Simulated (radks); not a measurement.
Neutral nitrogen, [He] 2s2 2p3. All-electron calculation, non-relativistic Kohn-Sham, PBE, spin-polarised, spherical densities, point nucleus. Program: a radial shooting solver on a logarithmic mesh with Libxc functionals. Every spin shell is full or empty, so the densities are truly spherical. Functionals are evaluated on that one density, not self-consistently. Rank these exchange functionals by their error against the exact value of the orbitals, and give that value: LDA, PBE, PBEsol, revPBE, RPBE, PW91, PW86, APBE, TPSS, revTPSS, SCAN, Tao-Mo, TASK, MVS.

Answer. Exact: -6.57138 hartree. From best to worst, with 100 (|E| - |E exact|)/|E exact| (equal figures are ties): revTPSS +0.10, MVS -0.12, SCAN +0.16, revPBE +0.22, PW91 -0.25, Tao-Mo +0.44, RPBE +0.47, TPSS +0.51, PBE -0.63, APBE +0.76, PW86 +0.81, TASK -2.51, PBEsol -4.36, LDA -10.54.
